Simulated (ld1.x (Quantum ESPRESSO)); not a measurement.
## Eu: PAW pseudisation with PBE, scalar-relativistic reference atom.

Eu, PAW, made with ld1.x (Quantum ESPRESSO) 7.5 (PBE, scalar-relativistic). Core [Kr], reference 4d10 4f7 5s2 5p6 5d0 6s2 6p0. Waves: 5s (bound): rcut 1.95, rcutus 2.45 bohr; 6s (bound): rcut 1.95, rcutus 2.45 bohr; 5p (bound): rcut 2.15, rcutus 2.65 bohr; 6p (bound, empty): rcut 2.15, rcutus 2.65 bohr; 4d (bound): rcut 0.90, rcutus 1.15 bohr; 5d (bound, empty): rcut 0.90, rcutus 1.15 bohr; 4f (bound): rcut 1.10, rcutus 1.35 bohr; 4f channel at 2.95 Ry: rcut 1.10, rcutus 1.35 bohr. Local part: all-electron potential smoothed inside 2.35 bohr (lloc = -2). Core correction: Bessel-smoothed model core inside 0.85 bohr. Augmentation charge: BESSEL, radius 0.85 bohr.

All-electron outer shells of the reference configuration (PBE, scalar-relativistic, ld1.x):

| shell | level (eV) | outermost node (bohr) | outermost maximum (bohr) |
| --- | --- | --- | --- |
| 4s | -347.00 | 0.29 | 0.53 |
| 4p | -258.32 | 0.30 | 0.55 |
| 4d | -134.83 | 0.27 | 0.57 |
| 5s | -44.66 | 0.67 | 1.23 |
| 5p | -23.77 | 0.72 | 1.41 |
| 6s | -3.62 | 1.67 | 3.60 |
| 4f | -2.72 | – | 0.60 |
| 5d | -1.56 | 0.82 | 2.16 |
| 6p | -1.20 | 2.02 | 4.93 |

Results:

```
Cutoffs needed                            : 140 Ry and 230 Ry (the cutoffs (Ry, on a coarse ladder) from which the occupation-weighted sum of valence levels, in a spherical-Bessel basis at the reference potential, stays within 10 and 1 mRy of its value at 400 Ry)
Ghost test                                : no extra level below or beside the all-electron valence levels (s, p, d, f tested) (spherical-Bessel basis up to 400 Ry, 20 bohr box)
Configuration tests                       : test run stopped at test 3 of 7 (negative rho)
Lowest eigenvalue of the overlap operator : 0.06 (s channel)
```

Generation and tests took about 2.2 s on one core of a shared server CPU.
